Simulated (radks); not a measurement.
Results of a calculation; reference values are marked as such.
Task: Radial electron density D(r) = 4 pi r^2 rho(r) of an atom or ion with 53 electrons. Level of theory: Dirac Kohn-Sham, PBE, spin-unpolarised, spherical densities, finite nucleus; Fermi nuclear charge, rms radius of each element as measured or else 0.836 A^(1/3) + 0.57 fm (a radial shooting solver on a logarithmic mesh with Libxc functionals).

```
   r/bohr * D(r) (the largest magnitude, 97.7, reaches the edge; | marks zero)
 0.001376 |  *
 0.001602 |  *
  0.00185 |   *
 0.002154 |    *
 0.002507 |      *
 0.002895 |       *
 0.003371 |         *
 0.003924 |            *
 0.004568 |               *
 0.005276 |                  *
 0.006142 |                     *
  0.00715 |                         *
 0.008258 |                             *
 0.009613 |                                 *
  0.01119 |                                     *
  0.01292 |                                       *
  0.01505 |                                         *
  0.01752 |                                          *
  0.02023 |                                         *
  0.02355 |                                        *
  0.02742 |                                      *
  0.03166 |                                     *
  0.03686 |                                     *
  0.04291 |                                       *
  0.04956 |                                           *
  0.05769 |                                                *
  0.06716 |                                                    *
  0.07757 |                                                      *
   0.0903 |                                                    *
   0.1051 |                                               *
   0.1224 |                                          *
   0.1413 |                                       *
   0.1645 |                                         *
   0.1915 |                                            *
   0.2212 |                                              *
   0.2575 |                                           *
   0.2998 |                                 *
   0.3462 |                       *
   0.4031 |                 *
   0.4692 |                *
   0.5419 |                 *
   0.6309 |                  *
   0.7345 |               *
   0.8482 |           *
   0.9875 |       *
     1.15 |     *
    1.328 |    *
    1.546 |   *
    1.799 |  *
    2.078 | *
    2.419 |*
    2.816 *
    3.278 *
    3.786 *
    4.408 *
    5.131 *
    5.926 *
    6.899 *
    8.032 *
```

What is the nuclear charge?

Result: Z = 57. The innermost maximum, from 1s, lies near gamma/Z bohr with gamma = sqrt(1 - (Z/c)^2) = 0.909, here 0.016 bohr (found: 0.0177), and its height grows with Z. The density is that of the lanthanum ion La4+ in [Kr] 4d9 5s2 5p5 6p1; the configuration itself is not fixed sharply by these data, and Z only to a few units. D(r) has 4 maxima, at r = 0.0177, 0.0776, 0.219, 0.601 bohr, and minima at 0.0340, 0.144, 0.447 bohr, inside which lie 2.02, 11.14, 28.94 electrons.
